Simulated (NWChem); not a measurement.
Species: C3H4F2Si; SMILES FC=C=C(F)[SiH3]

Program: NWChem. Geometry: optimised at PBE-D3(BJ)/def2-SVP.

Q: Predict the results for Hartree-Fock/def2-TZVPP. Quantities: highest occupied level (eV); orbital gap (eV); dipole (D).

A: 
- highest occupied level (eV) = -10.80
- orbital gap (eV) = 13.49
- dipole (D) = 2.03
